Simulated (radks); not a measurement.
Problem. Co, configuration [Ar] 3d6 4s2 4f1 (not the ground configuration). All-electron calculation, non-relativistic Kohn-Sham, exchange-only LDA, spin-unpolarised, spherical densities, point nucleus. Program: a radial shooting solver on a logarithmic mesh with Libxc functionals. Some entries of the table are withheld. Estimate them.

| orbital | occ. | eigenvalue (hartree) | r(max) (bohr) |
|---|---|---|---|
| 1s | 2 | -276.0585 | (1) |
| 2s | 2 | -32.87002 | 0.2165 |
| 2p | 6 | -28.63799 | (2) |
| 3s | 2 | -4.11175 | 0.6754 |
| 3p | 6 | (3) | 0.6786 |
| 3d | 6 | (4) | 0.6513 |
| 4s | 2 | (5) | 2.137 |
| 4f | 1 | -0.00712 | 18.07 |

Solution. 
(1) 1s r(max) (bohr): 0.03756
(2) 2p r(max) (bohr): 0.1733
(3) 3p eigenvalue (hartree): -2.84263
(4) 3d eigenvalue (hartree): -0.75031
(5) 4s eigenvalue (hartree): -0.43956
